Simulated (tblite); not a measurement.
Species: C₆H₁₁NSi.
Numbering: `[CH2:1]=[CH:2][CH2:3][N:4]([SiH3:5])[C:6]1=[CH:7][CH2:8]1` (hydrogens: H9, H10 on C1; H11 on C2; H12, H13 on C3; H14, H15, H16 on Si5; H17 on C7; H18, H19 on C8)

Structure used (GFN2-xTB), in Å, numbered top down from 1:
```
atom  x, y, z in Å
C1    -2.4867   -1.2043   -0.2832
C2    -1.9002   -0.0229   -0.2987
C3    -1.1012    0.5352    0.8395
N4     0.3032    0.6659    0.4756
Si5    0.9092    2.0783   -0.3342
C6     1.0120   -0.4799    0.5396
C7     1.1418   -1.7422    0.8414
C8     2.3667   -1.0520    0.2976
H9    -2.4521   -1.8392    0.5867
H10   -3.0285   -1.5856   -1.1321
H11   -1.9309    0.6004   -1.1827
H12   -1.1791   -0.1219    1.7109
H13   -1.4731    1.5289    1.1061
H14    0.4990    2.1399   -1.7445
H15    0.3143    3.2015    0.3935
H16    2.3590    2.0139   -0.2204
H17    0.7546   -2.6665    1.1853
H18    3.1871   -0.7955    0.9641
H19    2.6952   -1.2448   -0.7215
```

Level: GFN2-xTB in tblite, geometry and Hessian alike; calculated harmonic values, unscaled, isolated species. Against measured fundamentals such values can be off by several per cent, at times by over 20. Modes of hydrogen on silicon can be 10 to 20 % off. One conformer, not necessarily the lowest.

Harmonic wavenumbers (cm⁻¹): 41.4, 48.3, 72.9, 100.4, 130.7, 158.4, 254.9, 308.1, 409.5, 432.1, 464.6, 538.1, 555.0, 566.4, 601.1, 698.3, 742.5, 797.1, 815.0, 859.2, 898.7, 926.4, 943.4, 974.8, 997.3, 1019.8, 1041.9, 1054.3, 1095.4, 1149.8, 1171.5, 1231.7, 1270.0, 1281.6, 1312.3, 1410.5, 1454.5, 1500.9, 1716.4, 1914.0, 2197.3, 2251.2, 2330.6, 2943.0, 2951.2, 2951.7, 2983.3, 3059.8, 3101.0, 3126.6, 3253.5.

A = 1924, B = 1504, C = 936.4 MHz; mass 125.066 u (most abundant isotopes); point group C1, symmetry number 1.

Q: Zero-point energy?

A: ½Σν̃ = 32054 cm⁻¹ = 91.65 kcal/mol.

Q: Give the ideal-gas entropy at 298.15 K and 1 bar in the rigid-rotor, harmonic-oscillator model (classical rotation).

A: Translation 40.41, rotation 29.16, vibration 33.06: S = 102.6 cal/(mol K).

Q: And Cp and H(298.15 K) − H(0)?

A: Cp = 40.01 cal/(mol K), of which vibrations give 32.07 (their classical limit is 51 R = 101.3); H(298.15 K) − H(0) = 7.29 kcal/mol without the zero-point energy, 4.92 from vibrations.

Q: How do the functions run with temperature in this model?

A: 
| T (K) | S (cal/(mol K)) | Cp (cal/(mol K)) | H − H(0) (kcal/mol) | G − H(0) (kcal/mol) | ln q(vib) |
| --- | --- | --- | --- | --- | --- |
| 150 | 81.2 | 24.4 | 2.54 | -9.64 | 4.07 |
| 250 | 96.1 | 34.8 | 5.49 | -18.52 | 6.97 |
| 400 | 115.9 | 50.2 | 11.90 | -34.44 | 11.14 |
| 600 | 139.3 | 65.5 | 23.58 | -60.01 | 16.52 |
| 900 | 168.9 | 80.0 | 45.58 | -106.39 | 24.06 |

q(vib) and H(0) count from the zero-point level.

Q: Blend soft modes into free rotors: weight 1/[1 + (100 cm⁻¹/ν̃)⁴] for the oscillator and the rest for a rotor with moment μB/(μ + B), μ = h/(8π²ν), B = 10⁻⁴⁴ kg m². What vibrational entropy results?

A: 29.30 cal/(mol K) in place of 33.06, which changes −T·S at 298.15 K by +1.12 kcal/mol.

Hindered rotation and anharmonicity are outside this model. Other conformers, if any are populated, would add a mixing term that is left out. The structure is chiral; the term R ln 2 for an equal mix with its mirror image is left out.
